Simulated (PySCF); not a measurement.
**Spin states of GeCl**

Unrestricted PBE0; PySCF, scalar-relativistic core potentials, basis sets Ge cc-pVDZ-PP with ECP10, Cl cc-pV(D+d)Z. Outer shells of the fragments: Ge 3d10 4s2 4p2; Cl 3s2 3p5.

Followed along the bond (rough minima from three points):

```
2Ms+1   unpaired  ⟨S²⟩ at the start  R at minimum (Å)  Te (eV)
    2        π ↑               0.75              2.20     0.00
    4  σ ↑, π ↑↑               3.75  none in the scan   ≤ 3.59
```

Solutions found at the starting distance of 2.130 Å, counted from the lowest of them; the search is not exhaustive and high or unbound solutions are not listed, so other states can lie among these:

| 2Ms+1 | unpaired | term | E (eV) | ⟨S²⟩ | ⟨Lz²⟩ | μ (D) |
| --- | --- | --- | --- | --- | --- | --- |
| 2 | π ↑ | ²Π | 0.00 | 0.75 | 1.01 | -1.55 |
| 2 | σ ↑ | ²Σ⁺ | 3.24 | 0.75 | 0.00 | -1.03 |
| 4 | σ ↑, π ↑↑ | ⁴Σ⁻ | 3.58 | 3.75 | 0.00 | -0.68 |
| 2 | σ ↑, π ↑↓ | mixed | 4.44 | 1.76 | 2.01 | -0.16 |
| 2 | σ ↓, π ↑↑ | mixed | 4.55 | 1.77 | 0.00 | 0.20 |
| 4 | π ↑↑↑ | ⁴Π | 5.15 | 3.76 | 1.01 | 3.43 |

A term symbol is given only where ⟨S²⟩ and ⟨Lz²⟩ are close to those of a pure state; real π, δ and φ orbitals otherwise mix terms. A positive dipole means Ge(−)Cl(+).

Spin–orbit coupling is left out. Counting both spins, an empty level lies below a filled one in some of these solutions, because spin and occupation are held.
